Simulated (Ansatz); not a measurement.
Molecule: sum formula BN$_{3}$H$_{5}$ (charge 0, doublet). It need not be the lowest isomer of its formula. 
Geometry from a B3LYP-D3(BJ)/def2-TZVP (Ansatz, a program for electronic structure) optimisation:
```
B
N 1 1.4179
H 2 1.0044 1 124.35
H 2 1.0044 3 114.33 1 -173.03
N 1 1.4249 2 121.94 3 10.77
H 5 1.0045 1 121.87 2 177.77
H 5 1.0060 6 113.02 1 163.12
N 1 1.4646 2 117.00 3 -171.95
H 8 1.0218 1 113.25 2 135.69
```
Charge 0, spin multiplicity 2.

Basis-set convergence of Hartree-Fock and CCSD(T) correlation energies (hartree) with Ansatz. Correlated levels leave the core frozen unless marked. Open shells are spin-unrestricted. Spin-orbit coupling is left out. No relativistic terms.

| basis | functions | E(HF) | E(corr, CCSD(T)) |
|---|---|---|---|
| cc-pVDZ | 81 | -191.02806 | -0.60963 |
| cc-pVTZ | 190 | ? | ? |

Q: Complete the blanks.

A: 
- cc-pVTZ, E(HF): -191.09052
- cc-pVTZ, E(corr, CCSD(T)): -0.75533
